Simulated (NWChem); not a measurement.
Molecule: GeH₄S; SMILES [SH][GeH3]

```xyz
6

Ge    -0.0005    -0.7109     0.0001
S     -0.0727     1.5352     0.0017
H      0.7279    -1.2446     1.2618
H     -1.4848    -1.1452     0.0125
H      0.7063    -1.2443    -1.2741
H      1.2820     1.6755    -0.0038
```
Atoms are numbered in this order, from 1.

Program: NWChem. Pople sets run with spherical d functions. The geometry was optimised at PBE-D3(BJ)/def2-SVP. Vzz is the largest principal value of the second derivative of the potential at the nucleus (NWChem prints the opposite sign); η is the asymmetry. Non-relativistic.

```tsv
level	Vzz Ge1 (a.u.)	η Ge1	Vzz S2 (a.u.)	η S2	relative time
CAM-B3LYP/def2-SVP	0.850	0.05	-2.359	0.54	1
CAM-B3LYP/def2-TZVP	1.191	0.05	-2.521	0.56	6
PBE/6-31G*	0.935	0.06	-2.292	0.47	1
PBE/cc-pVTZ	1.115	0.03	-2.202	0.49	20
```

Relative times are rough (shared machine, one core).
